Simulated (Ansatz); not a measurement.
Relaxation of Mo3Se5 with RKS PBE-D4/def2-SVP.

```sh
$ ansatz run in.yaml --threads 6 --pin off --events-out ev --progress --plain --max-ram 7833MiB
```

```yaml
crystal:
  periodic: [false, false, false]
  atoms:
    - {symbol: Mo, position_ang: [0.129510, -0.207150, 1.415770]}
    - {symbol: Mo, position_ang: [-1.267810, -0.291310, -0.824120]}
    - {symbol: Mo, position_ang: [1.163690, 0.370080, -0.930040]}
    - {symbol: Se, position_ang: [2.393190, 2.168900, -1.501240]}
    - {symbol: Se, position_ang: [-0.229660, 1.201720, 3.146170]}
    - {symbol: Se, position_ang: [0.278040, -1.584770, -2.209370]}
    - {symbol: Se, position_ang: [0.835180, -2.259040, 2.103150]}
    - {symbol: Se, position_ang: [-3.302140, 0.601580, -1.200300]}
basis:
  gaussian: {orbitals: def2-SVP}
hamiltonian: {xc: pbe, dispersion: d4}
scf: {lower_state_search: "off"}
output: {orbitals: {seedname: orbitals}}
relax: {f_tol: 0.03, max_steps: 70}
```

It took 3 min on 6 threads of Intel Xeon on a shared host, peak host memory 0.7 GiB.

Positions (Å) and forces (eV/Å) at steps 1, 2, 3, 4, 5, 6, 7, 8, 9, 10, 11, 12, 13, 14, 15, 16, 17, 18, 19, 20 of 20:

```xyz
8
step=1 energy=-332236.3756 eV
Mo    0.130   -0.207    1.416   -0.210    0.595   -0.445
Mo   -1.268   -0.291   -0.824    1.309   -0.556    0.438
Mo    1.164    0.370   -0.930   -0.720   -1.412    0.437
Se    2.393    2.169   -1.501   -0.207    0.552    0.042
Se   -0.230    1.202    3.146   -0.076    0.265    0.141
Se    0.278   -1.585   -2.209    0.068    0.072   -0.205
Se    0.835   -2.259    2.103    0.013   -0.050   -0.435
Se   -3.302    0.602   -1.200   -0.176    0.534    0.028
8
step=2 energy=-332236.9221 eV
Mo    0.093   -0.089    1.411    0.040   -0.198    0.014
Mo   -1.176   -0.399   -0.781   -0.372   -0.209    0.142
Mo    1.167    0.196   -0.881    0.477    0.149    0.127
Se    2.231    2.163   -1.412   -0.598   -0.315    0.133
Se   -0.257    1.294    3.175   -0.097    0.340    0.193
Se    0.298   -1.640   -2.299    0.034   -0.148   -0.170
Se    0.817   -2.206    1.916   -0.079    0.246   -0.503
Se   -3.172    0.680   -1.129    0.595    0.134    0.065
8
step=3 energy=-332237.2530 eV
Mo    0.074   -0.052    1.451   -0.001   -0.124    0.181
Mo   -1.149   -0.494   -0.726   -0.468    0.085    0.062
Mo    1.191    0.108   -0.819    0.310    0.258    0.000
Se    2.052    2.156   -1.393   -0.514   -0.417    0.138
Se   -0.290    1.387    3.190   -0.057    0.183    0.004
Se    0.320   -1.685   -2.307    0.060   -0.100   -0.019
Se    0.820   -2.205    1.723   -0.034    0.180   -0.441
Se   -3.018    0.785   -1.120    0.704   -0.065    0.074
8
step=4 energy=-332237.5040 eV
Mo    0.054   -0.037    1.497   -0.064   -0.002    0.191
Mo   -1.139   -0.551   -0.676   -0.218    0.054    0.077
Mo    1.202    0.053   -0.765    0.104    0.034    0.058
Se    1.898    2.133   -1.372   -0.313   -0.190    0.074
Se   -0.317    1.467    3.187   -0.032    0.111   -0.075
Se    0.337   -1.726   -2.279    0.051   -0.075   -0.004
Se    0.836   -2.203    1.529    0.014    0.088   -0.374
Se   -2.871    0.864   -1.122    0.458   -0.020    0.052
8
step=5 energy=-332237.6712 eV
Mo    0.024   -0.030    1.547   -0.067   -0.080    0.209
Mo   -1.134   -0.599   -0.626   -0.118    0.040    0.002
Mo    1.205    0.003   -0.708    0.036   -0.036   -0.030
Se    1.782    2.101   -1.347   -0.165   -0.060    0.067
Se   -0.342    1.549    3.170   -0.021    0.096   -0.124
Se    0.351   -1.752   -2.259    0.038   -0.037    0.048
Se    0.859   -2.192    1.338    0.039    0.066   -0.232
Se   -2.746    0.920   -1.115    0.257    0.013    0.060
8
step=6 energy=-332237.7688 eV
Mo   -0.016   -0.080    1.596   -0.093    0.062    0.060
Mo   -1.142   -0.643   -0.596   -0.126    0.133    0.101
Mo    1.195   -0.044   -0.670    0.031    0.003    0.142
Se    1.671    2.092   -1.258   -0.036   -0.027    0.021
Se   -0.378    1.670    3.050    0.049   -0.159   -0.303
Se    0.364   -1.804   -2.221   -0.018    0.033   -0.122
Se    0.927   -2.202    1.155    0.059    0.039    0.049
Se   -2.621    1.011   -1.057    0.135   -0.083    0.052
8
step=7 energy=-332237.8162 eV
Mo   -0.050   -0.147    1.628   -0.193    0.186    0.313
Mo   -1.157   -0.682   -0.557   -0.251    0.183   -0.217
Mo    1.189   -0.096   -0.613    0.138   -0.066   -0.242
Se    1.605    2.057   -1.186    0.045   -0.035    0.065
Se   -0.403    1.761    2.879    0.095   -0.328   -0.333
Se    0.328   -1.726   -2.301   -0.016    0.155    0.283
Se    1.021   -2.224    1.159    0.095    0.081    0.022
Se   -2.534    1.057   -1.011    0.086   -0.175    0.110
8
step=8 energy=-332237.8869 eV
Mo   -0.108   -0.222    1.634   -0.223    0.246    0.224
Mo   -1.196   -0.680   -0.565   -0.229    0.103   -0.024
Mo    1.179   -0.128   -0.592    0.136   -0.170    0.018
Se    1.611    2.040   -1.083    0.098   -0.003   -0.005
Se   -0.413    1.802    2.689    0.121   -0.390   -0.241
Se    0.301   -1.707   -2.289   -0.011    0.100    0.026
Se    1.147   -2.211    1.148    0.136    0.203   -0.002
Se   -2.521    1.105   -0.943   -0.028   -0.089    0.005
8
step=9 energy=-332238.0052 eV
Mo   -0.204   -0.293    1.648   -0.023    0.006    0.040
Mo   -1.258   -0.670   -0.570   -0.240    0.038    0.002
Mo    1.165   -0.181   -0.551    0.070   -0.165   -0.020
Se    1.668    1.985   -1.009    0.129   -0.029    0.017
Se   -0.398    1.804    2.547    0.088   -0.372   -0.161
Se    0.252   -1.648   -2.305   -0.026    0.117    0.037
Se    1.325   -2.134    1.168    0.054    0.408    0.122
Se   -2.549    1.137   -0.928   -0.052   -0.003   -0.037
8
step=10 energy=-332238.1297 eV
Mo   -0.271   -0.350    1.640    0.115   -0.309   -0.187
Mo   -1.323   -0.656   -0.586   -0.212   -0.114   -0.010
Mo    1.144   -0.216   -0.542    0.062   -0.087    0.141
Se    1.736    1.940   -0.968    0.093   -0.129    0.026
Se   -0.379    1.751    2.479    0.044   -0.030    0.024
Se    0.201   -1.606   -2.318   -0.057    0.085    0.006
Se    1.473   -2.027    1.237    0.029    0.459    0.068
Se   -2.581    1.166   -0.942   -0.075    0.126   -0.068
8
step=11 energy=-332238.2420 eV
Mo   -0.325   -0.402    1.617    0.290   -0.262   -0.179
Mo   -1.398   -0.663   -0.604   -0.148   -0.079   -0.078
Mo    1.118   -0.249   -0.528   -0.001    0.063    0.141
Se    1.796    1.887   -0.945    0.069   -0.178    0.050
Se   -0.361    1.699    2.459    0.026   -0.096    0.015
Se    0.154   -1.571   -2.327   -0.120    0.040    0.009
Se    1.612   -1.904    1.298   -0.125    0.460    0.087
Se   -2.595    1.203   -0.970    0.009    0.052   -0.045
8
step=12 energy=-332238.3288 eV
Mo   -0.350   -0.447    1.577    0.179   -0.216   -0.043
Mo   -1.474   -0.685   -0.627   -0.105   -0.041   -0.151
Mo    1.074   -0.258   -0.526    0.122    0.063    0.214
Se    1.873    1.840   -0.918   -0.017   -0.156    0.040
Se   -0.343    1.627    2.463    0.000    0.095    0.071
Se    0.097   -1.553   -2.334   -0.116   -0.029   -0.054
Se    1.717   -1.755    1.366   -0.099    0.275   -0.073
Se   -2.595    1.230   -1.001    0.036    0.008   -0.005
8
step=13 energy=-332238.3328 eV
Mo   -0.316   -0.492    1.537   -0.359   -0.021    0.631
Mo   -1.544   -0.685   -0.662    0.061   -0.017   -0.121
Mo    1.025   -0.274   -0.504    0.244   -0.020   -0.643
Se    1.863    1.800   -0.898   -0.024    0.066    0.042
Se   -0.391    1.549    2.513    0.008    0.022   -0.070
Se    0.008   -1.610   -2.314   -0.031    0.056    0.062
Se    1.848   -1.605    1.384    0.114   -0.105    0.088
Se   -2.492    1.317   -1.055   -0.013    0.019    0.011
8
step=14 energy=-332238.3517 eV
Mo   -0.343   -0.507    1.568    0.192    0.238    0.126
Mo   -1.529   -0.694   -0.660   -0.005   -0.070   -0.091
Mo    1.043   -0.309   -0.530   -0.054    0.188    0.029
Se    1.847    1.794   -0.841   -0.044   -0.066   -0.035
Se   -0.372    1.588    2.439   -0.020   -0.230   -0.070
Se   -0.002   -1.584   -2.357   -0.007   -0.006    0.027
Se    1.848   -1.593    1.398   -0.064   -0.090    0.044
Se   -2.492    1.305   -1.017    0.003    0.036   -0.030
8
step=15 energy=-332238.3195 eV rejected
Mo   -0.318   -0.528    1.645   -0.119   -0.211   -0.426
Mo   -1.551   -0.696   -0.686    0.359   -0.038    0.388
Mo    0.958   -0.252   -0.490    0.174   -0.284   -0.099
Se    1.749    1.850   -0.841   -0.095    0.049    0.002
Se   -0.281    1.565    2.476   -0.069    0.113    0.029
Se    0.024   -1.627   -2.307   -0.123    0.076   -0.006
Se    1.842   -1.637    1.347   -0.075    0.128    0.109
Se   -2.423    1.322   -1.144   -0.053    0.167    0.003
8
step=16 energy=-332238.3617 eV
Mo   -0.320   -0.507    1.593   -0.061   -0.053    0.017
Mo   -1.514   -0.685   -0.655    0.014    0.038   -0.027
Mo    1.032   -0.295   -0.517   -0.026    0.025   -0.047
Se    1.788    1.816   -0.876   -0.004    0.000   -0.004
Se   -0.372    1.576    2.458    0.008    0.028    0.012
Se    0.006   -1.591   -2.342   -0.007   -0.016    0.015
Se    1.834   -1.632    1.393    0.070   -0.020    0.034
Se   -2.455    1.320   -1.053    0.007   -0.002    0.001
8
step=17 energy=-332238.3641 eV
Mo   -0.316   -0.528    1.602   -0.048   -0.050    0.004
Mo   -1.518   -0.671   -0.664    0.051    0.015    0.046
Mo    1.019   -0.292   -0.512    0.001   -0.042   -0.055
Se    1.757    1.822   -0.882   -0.009    0.017    0.000
Se   -0.370    1.556    2.464   -0.010    0.028    0.012
Se    0.000   -1.612   -2.328   -0.006   -0.001   -0.007
Se    1.855   -1.621    1.396    0.008    0.020    0.004
Se   -2.427    1.347   -1.076    0.014    0.013   -0.003
8
step=18 energy=-332238.3666 eV
Mo   -0.311   -0.555    1.618    0.003   -0.058   -0.020
Mo   -1.517   -0.656   -0.669    0.040    0.042    0.079
Mo    1.001   -0.296   -0.510    0.033   -0.078   -0.045
Se    1.701    1.829   -0.896   -0.016    0.016    0.008
Se   -0.380    1.529    2.477   -0.017    0.022   -0.001
Se   -0.016   -1.640   -2.316    0.000    0.013   -0.007
Se    1.886   -1.599    1.399   -0.063    0.057   -0.016
Se   -2.364    1.388   -1.103    0.019   -0.014    0.001
8
step=19 energy=-332238.3691 eV
Mo   -0.306   -0.571    1.628    0.010   -0.004    0.000
Mo   -1.506   -0.640   -0.656    0.007   -0.002   -0.011
Mo    1.007   -0.307   -0.519   -0.025   -0.006    0.017
Se    1.679    1.826   -0.910    0.001    0.007   -0.003
Se   -0.409    1.514    2.482    0.000   -0.004   -0.006
Se   -0.033   -1.648   -2.316    0.001    0.000    0.013
Se    1.899   -1.582    1.402   -0.002    0.005   -0.010
Se   -2.332    1.408   -1.111    0.008    0.004    0.000
8
step=20 energy=-332238.3693 eV
Mo   -0.301   -0.592    1.640    0.006   -0.001   -0.004
Mo   -1.504   -0.628   -0.656   -0.018    0.009   -0.002
Mo    0.995   -0.308   -0.517    0.023   -0.022    0.000
Se    1.638    1.833   -0.916   -0.002   -0.004    0.005
Se   -0.417    1.496    2.481    0.000    0.005    0.000
Se   -0.043   -1.667   -2.304   -0.002    0.017    0.005
Se    1.918   -1.569    1.401   -0.019    0.020   -0.011
Se   -2.285    1.436   -1.128    0.012   -0.023    0.006
```

In the def2 sets Mo takes a core potential; there is no spin–orbit coupling. The restricted singlet is unstable towards broken spin symmetry in Hartree–Fock (as tested in another run); at PBE-D4/def2-SVP this wasn't settled. An occupied level lies above an empty one. Another isomer (singlet) lies 3.41 eV lower at PBE0-D4/def2-TZVP; other spin states weren't run for this one.
